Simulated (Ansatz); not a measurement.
The same path of F2H2Si + H2O (8 atoms, charge 0, multiplicity 1) was run twice with different band settings. Lost on the way: Si1–H2, O6–H8. Made: Si1–O6, H2–H8.

Method: RHF/def2-SVP (Ansatz 0.2.0).

Relaxed end points:

```xyz
8
Properties=species:S:1:pos:R:3
Si 0.382 -0.033 -0.060
H 0.695 -0.311 1.337
F 1.776 0.252 -0.803
F -0.430 1.346 -0.191
H -0.281 -1.090 -0.819
O -2.122 -0.361 1.213
H -2.831 -0.858 0.832
H -2.391 0.546 1.170
```

```xyz
8
Properties=species:S:1:pos:R:3
Si -0.255 -0.355 -0.764
H -1.416 1.094 2.988
F 1.232 -0.790 -0.385
F -0.357 1.180 -0.334
H -0.472 -0.494 -2.191
O -1.333 -1.235 0.055
H -1.387 -1.242 0.998
H -1.214 1.334 2.310
```

Common settings: movable images 7; climbing image yes; spring 5.0 eV/Å²; optimiser quadratic models (default); force threshold 0.03 eV/Å; iteration limit 60; end points relaxed.

| run | start path |
| --- | --- |
| 1 | through a guess of the saddle point |
| 2 | straight line |

Question: What does each run give, and how far can it be trusted?

Answer: Run 1: converged after 40 iterations, highest image 2.468 eV above the first end. The profile has 2 maxima (images 1, 3) with wells between them (image 2): this band takes more than one step, which may be the mechanism or a detour left from its start path. Neighbouring images differ by up to 2.5 eV, so the band resolves the path poorly. A vibrational analysis at the climbing image gives one clearly imaginary mode, 1815i cm⁻¹: a first-order saddle point.
Run 2: converged after 42 iterations, highest image 2.468 eV above the first end. The profile has 2 maxima (images 1, 3) with wells between them (image 2): this band takes more than one step, which may be the mechanism or a detour left from its start path. Neighbouring images differ by up to 2.6 eV, so the band resolves the path poorly. Another band between the same ends (7 images) ends at a top of the same energy, where a vibrational analysis finds 1 clearly imaginary mode.
The orbitals stay closed-shell, which can raise the energy where a bond breaks towards radicals; this wasn't checked here.
